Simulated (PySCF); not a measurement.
An equivalent PySCF input for Cd (cadmium, neutral), [Kr] 4d10 5s2, closed-shell 1S, with the spin-free X2C one-electron Hamiltonian (Gaussian nucleus):

```python
from pyscf import gto, scf, dft, mp, cc
import basis_set_exchange as bse
mol = gto.M(atom="Cd 0 0 0", charge=0, spin=0, symmetry="D2h",
            basis=gto.basis.parse(bse.get_basis("x2c-SVPall", elements=["Cd"], fmt="nwchem", header=False)),
            nucmod="G")
mf = dft.UKS(mol, xc="B3LYP").sfx2c1e()
mf.irrep_nelec = {'Ag': (9, 9), 'B1g': (2, 2), 'B2g': (2, 2), 'B3g': (2, 2), 'B1u': (3, 3), 'B2u': (3, 3), 'B3u': (3, 3)}
mf.kernel()
```

It reaches the same state as the run whose output follows, with an energy that differs only through the grid. The run itself started from symmetry-adapted Hartree-Fock orbitals and held the occupation by maximum overlap, on a logarithmic radial grid, so the iterations belong to that start.

```
SCF conv_tol = 1e-09
number electrons alpha = 24  beta = 24
XC functionals = B3LYP
    P. J. Stephens, F. J. Devlin, C. F. Chabalowski, and M. J. Frisch.,  J. Phys. Chem. 98, 11623 (1994)
cycle= 1 E= -5593.48921878855  delta_E= -0.0121  |g|= 0.0662  |ddm|= 0.409
cycle= 2 E= -5593.48880865595  delta_E= 0.00041  |g|= 0.0772  |ddm|= 0.127
cycle= 3 E= -5593.4899577744  delta_E= -0.00115  |g|= 0.00422  |ddm|= 0.0516
cycle= 4 E= -5593.48996154139  delta_E= -3.77e-06  |g|= 0.000146  |ddm|= 0.00394
cycle= 5 E= -5593.48996154676  delta_E= -5.37e-09  |g|= 1.85e-05  |ddm|= 0.000339
cycle= 6 E= -5593.48996154687  delta_E= -1.04e-10  |g|= 3.49e-07  |ddm|= 2.39e-05
converged SCF energy = -5593.48996154687  <S^2> = -2.1316282e-14  2S+1 = 1
```
